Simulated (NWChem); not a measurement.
System: C₄H₄ClF; SMILES ClC1=C[C@H](F)C1

NWChem printed, in part:

```
             Northwest Computational Chemistry Package (NWChem) 7.3.0
             --------------------------------------------------------

                             Geometry "geometry" -> ""
                             -------------------------

 Output coordinates in angstroms (scale by  1.889725989 to convert to a.u.)

  No.       Tag          Charge          X              Y              Z
 ---- ---------------- ---------- -------------- -------------- --------------
    1 F                    9.0000     0.06650800     2.54691200     0.47826500
    2 C                    6.0000     0.03020500     1.51206500    -0.41526900
    3 C                    6.0000     1.03297800     0.40965900    -0.20063300
    4 C                    6.0000     0.05303900    -0.49630200    -0.06996300
    5 Cl                  17.0000     0.03481400    -2.19538100     0.08268700
    6 C                    6.0000    -1.09417500     0.47011900    -0.16427900
    7 H                    1.0000     0.02185800     1.94115000    -1.43265800
    8 H                    1.0000     2.12205800     0.36880600    -0.21643700
    9 H                    1.0000    -1.62427500     0.65351000     0.78207500
   10 H                    1.0000    -1.81928400     0.30499600    -0.97687900

 Effective nuclear repulsion energy (a.u.)     270.1228021545

                                 NWChem DFT Module
                                 -----------------

 Summary of "ao basis" -> "ao basis" (spherical)
 ------------------------------------------------------------------------------
       Tag                 Description            Shells   Functions and Types
 ---------------- ------------------------------  ------  ---------------------
 F                          def2-svp                 6       14   3s2p1d
 C                          def2-svp                 6       14   3s2p1d
 Cl                         def2-svp                 8       18   4s3p1d
 H                          def2-svp                 3        5   2s1p

 in cosmo_initialize ...

 solvent parameters
 solvname_short: unkn
 solvname_long:  unknown
 dielec:        2.4000

          ---------------
          -cosmo- solvent
          ---------------
 Cosmo: York-Karplus, doi: 10.1021/jp992097l
 dielectric constant -eps-     =   2.40
 screen = (eps-1)/(eps    )    =   0.58333
 surface charge correction     = lagrangian

   van der Waals surface
 --------------------------

[...]

                                   COSMO solvation results
                                   -----------------------

                 gas phase energy =      -714.431004013325
                 sol phase energy =      -714.433983427678
 (electrostatic) solvation energy =         0.002979414353 (    1.87 kcal/mol)

                       DFT Final Molecular Orbital Analysis
                       ------------------------------------

 Vector   25  Occ=2.000000D+00  E=-4.018492D-01
              MO Center=  1.5D-01,  1.0D+00, -1.9D-01, r^2= 3.1D+00
   Bfn.  Coefficient  Atom+Function         Bfn.  Coefficient  Atom+Function
  ----- ------------  ---------------      ----- ------------  ---------------
    33      0.270883   3 C  py               18      0.258128   2 C  px
     4      0.255662   1 F  px               77     -0.212422   6 C  s
    78     -0.194792   6 C  px                7     -0.190640   1 F  px
    32     -0.190883   3 C  px               89     -0.182650   7 H  s
    68      0.178304   5 Cl py               81     -0.171482   6 C  px

 Vector   26  Occ=2.000000D+00  E=-3.781102D-01
              MO Center= -8.2D-02, -1.3D+00,  1.6D-02, r^2= 3.2D+00
   Bfn.  Coefficient  Atom+Function         Bfn.  Coefficient  Atom+Function
  ----- ------------  ---------------      ----- ------------  ---------------
    67      0.565674   5 Cl px               64      0.411655   5 Cl px
    79     -0.238035   6 C  py               61      0.235745   5 Cl px
    46     -0.186722   4 C  px                4      0.118317   1 F  px
    18      0.115095   2 C  px               82     -0.103878   6 C  py
    33      0.096016   3 C  py                7     -0.092664   1 F  px

 Vector   27  Occ=2.000000D+00  E=-3.203062D-01
              MO Center=  3.5D-01, -3.8D-01, -9.4D-02, r^2= 3.1D+00
   Bfn.  Coefficient  Atom+Function         Bfn.  Coefficient  Atom+Function
  ----- ------------  ---------------      ----- ------------  ---------------
    69     -0.381918   5 Cl pz               34      0.378240   3 C  pz
    48      0.311601   4 C  pz               37      0.275019   3 C  pz
    66     -0.254399   5 Cl pz               51      0.210429   4 C  pz
    63     -0.145964   5 Cl pz               99     -0.107218   9 H  s
   104      0.101686  10 H  s                89      0.099734   7 H  s

 Vector   28  Occ=0.000000D+00  E= 3.115766D-02
              MO Center=  4.2D-01, -5.0D-02, -1.2D-01, r^2= 2.7D+00
   Bfn.  Coefficient  Atom+Function         Bfn.  Coefficient  Atom+Function
  ----- ------------  ---------------      ----- ------------  ---------------
    51      0.656589   4 C  pz               37     -0.595810   3 C  pz
    48      0.453698   4 C  pz               34     -0.376363   3 C  pz
    69     -0.267050   5 Cl pz              100     -0.214951   9 H  s
    77      0.157112   6 C  s                45     -0.146412   4 C  s
    90     -0.142103   7 H  s                36     -0.132378   3 C  py

 Vector   29  Occ=0.000000D+00  E= 1.211560D-01
              MO Center=  9.3D-02, -7.5D-01, -2.3D-01, r^2= 4.7D+00
   Bfn.  Coefficient  Atom+Function         Bfn.  Coefficient  Atom+Function
  ----- ------------  ---------------      ----- ------------  ---------------
    45      0.880763   4 C  s                68     -0.845294   5 Cl py
    60     -0.680587   5 Cl s                95     -0.640389   8 H  s
    50     -0.609491   4 C  py               31      0.605159   3 C  s
    77      0.582222   6 C  s                90     -0.572786   7 H  s
   105     -0.508762  10 H  s                47     -0.388836   4 C  py

[...]
```

Level: M05-2X/def2-SVP, COSMO on the gas-phase geometry. Structure relaxed at the PBE0/def2-SVP level. COSMO prints the solvation energy as gas minus solution, so a positive value is a stabilisation.

Problem. Reconstruct the input file.

Solution. One answer among several that fit: the input that was run:
```
start job
memory heap 200 mb stack 900 mb global 1100 mb
geometry units angstroms noautosym nocenter noautoz
  F      0.066508     2.546912     0.478265
  C      0.030205     1.512065    -0.415269
  C      1.032978     0.409659    -0.200633
  C      0.053039    -0.496302    -0.069963
  Cl     0.034814    -2.195381     0.082687
  C     -1.094175     0.470119    -0.164279
  H      0.021858     1.941150    -1.432658
  H      2.122058     0.368806    -0.216437
  H     -1.624275     0.653510     0.782075
  H     -1.819284     0.304996    -0.976879
end
basis spherical
  * library def2-svp
end
dft
  xc m05-2x
  iterations 150
end
cosmo
  dielec 2.4
end
task dft energy
```
